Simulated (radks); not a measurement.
C+, configuration [He] 2s1.5 2p1.5 (fractional occupations, a model configuration).

All-electron calculation, scalar-relativistic Kohn-Sham, exchange-only r2SCAN, spin-polarised, spherical densities, finite nucleus; open shells are filled with parallel spins first; meta-GGA in the generalised Kohn-Sham scheme; Fermi nuclear charge, rms radius 2.4702 fm. Program: a radial shooting solver on a logarithmic mesh with Libxc functionals.

Energy parts (eV):
| part | energy |
|---|---|
| total | -1011.500 |
| kinetic | 1012.342 |
| electron-nucleus | -2303.393 |
| Hartree | 407.930 |
| exchange | -128.379 |

Orbitals (lengths in bohr, moments of r in powers of bohr; r(90%) holds 90 % of the orbital's charge):
orbital  occ.  eigenvalue (eV)  r(90%)    <r^4>     <r>
1s up       1        -292.2364   0.484  0.02611  0.2701
1s down     1        -290.7941   0.481  0.02509  0.2688
2s up       1         -28.0241    2.26    10.99   1.442
2s down   0.5         -21.5634    2.45    15.33   1.545
2p up     1.5         -18.0362    2.44    15.40   1.477
2p down     0         -11.9720    2.77    25.22   1.646

The highest occupied level is 2p up at -18.036 eV. Summed over all electrons, <r^2> = 8.159 bohr^2, which gives a Langevin (diamagnetic) susceptibility term of -6.46 x 10^-6 cm^3/mol. The density falls to 0.001 e/bohr^3 at r = 3.19 bohr. Spin moment in Bohr magnetons: 2. The electron density at the nucleus is 129.4 e/bohr^3 (large components only). The spin density at the nucleus is 1.895 e/bohr^3 (1s -0.250, 2s 2.145).
